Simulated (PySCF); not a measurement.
**The third ionisation energy along the third row**

All values are computed (PySCF 2.14, energy differences of UHF-based or UKS calculations, no spin-orbit coupling). Values in eV. The last column holds reference values (NIST; (s) semi-empirical, (t) theoretical, else measured). Unmarked ones compare directly (S terms, centres of terms, or small fine structure); those marked * lie between the lowest fine-structure levels and include a spin-orbit shift.

```csv
element,configurations,LDA,PBE0,r2SCAN,SCS-MP2 (valence and next inner shell),CCSD(T) (valence),CCSD (valence and next inner shell),reference
"Al (def2-TZVPPD, non-relativistic)",[Ne] 3s1 → [Ne],28.780,28.648,28.351,28.213,n/a,28.279,28.448
"Si (def2-TZVPPD, non-relativistic)",[Ne] 3s2 → [Ne] 3s1,33.554,33.281,32.886,33.197,33.200,33.318,33.493
"P (def2-TZVPPD, non-relativistic)",[Ne] 3s2 3p1 → [Ne] 3s2,30.232,30.288,30.386,29.882,30.043,30.025,30.203 *
"S (def2-TZVPPD, non-relativistic)",[Ne] 3s2 3p2 → [Ne] 3s2 3p1,34.886,34.881,35.031,34.555,34.711,34.689,34.86 ± 0.04 (s) *
"Cl (def2-TZVPPD, non-relativistic)",[Ne] 3s2 3p3 → [Ne] 3s2 3p2,39.669,39.664,39.825,39.430,39.570,39.546,39.8 ± 0.11 (s) *
"Ar (def2-TZVPPD, non-relativistic)",[Ne] 3s2 3p4 → [Ne] 3s2 3p3,40.847,40.728,40.686,40.275,40.314,40.310,40.735 ± 0.012 (s) *
```

"Valence" correlates the outer s and p shells and, in groups 3 to 12 and the f block, the outer d or f shell, open or full, or the next shell where the ion has no valence electron left; the wider scheme adds the next inner shell.
